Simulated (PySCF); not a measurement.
## From computed data to an observable: oscillator strength and radiative lifetime

B(Cl)2(Et) (C₂H₅BCl₂), SMILES ClB(CC)Cl.

Geometry optimised at PBE0-D3(BJ)/def2-SVP. Other conformers were not sampled.

TDA-LC-ωPBE/def2-SVPD (PySCF) puts the first singlet state with f over 0.02 at 7.63 eV (vertical), with the transition dipole (-0.604, -0.710, 0.000) in atomic units.

Question: Find the oscillator strength, the wavelength and the radiative lifetime that this transition would have in vacuum if emission retraced absorption.

Answer: 
|μ|² = 0.8689 au, so |μ| = 2.37 D. ΔE = 7.63/27.211 = 0.2804 hartree. f = (2/3) ΔE |μ|² = 0.162 (the program prints 0.162).
λ = 1239.84/7.63 = 162 nm; ν = 61540 cm⁻¹.
Einstein's coefficient A = 0.6670 ν² f s⁻¹ (ν in cm⁻¹) = 4.1e8 s⁻¹, so τ = 1/A = 2.4 ns. This state is S3; the lower singlets have f = 0.001, 0.000. The figure is the radiative limit of this one transition; relaxation, internal conversion, crossing to triplets and a medium change what is measured.
